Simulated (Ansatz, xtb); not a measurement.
The molecule TeS, multiplicity 3 (lowest of 2S+1 = 1, 3, 5 at CCSD(T)/def2-TZVPP on PBE0 minima; our sources give no spin for the ground state, which may be another). No spin–orbit coupling.

The constants come from a fifth-degree fit in 1/R (seven points, main isotopes). In def2 and cc sets the state is the lowest found near the PBE0 minimum, followed along R.

Correlated levels freeze the inner cores; with def2 sets outer-core shells near the valence are correlated too. CBS: X⁻³ extrapolation of the correlation energy, Hartree–Fock from the larger set.

Programs: Ansatz (Gaussian orbitals); xtb for the GFN methods.  In def2 rows elements past Kr take small-core potentials, without spin–orbit coupling. The GFN methods have no spin term and hold the electronic entropy of 300 K.

```csv
level,r_e (Å),ω_e (cm⁻¹),ω_e x_e (cm⁻¹),dipole (D)
GFN1-xTB,2.259,522,1.3,-
PBE/def2-TZVPP,2.251,461,1.3,1.54
B3LYP/def2-TZVPP,2.245,?,1.3,1.58
BHLYP/def2-TZVPP,2.212,508,1.2,1.68
wB97X-V/def2-TZVPP,2.200,524,1.2,1.72
CCSD/def2-QZVPP,2.212,503,1.3,-
CCSD(T)/def2-QZVPP,2.227,482,1.4,-
"CCSD(T)/CBS(def2-TZVPP, def2-QZVPP)",?,?,1.4,-
```

What belongs in the gaps?


- CCSD(T)/CBS(def2-TZVPP, def2-QZVPP), r_e (Å): 2.221
- CCSD(T)/CBS(def2-TZVPP, def2-QZVPP), ω_e (cm⁻¹): 486
- B3LYP/def2-TZVPP, ω_e (cm⁻¹): 470

Ansatz is an electronic-structure program.
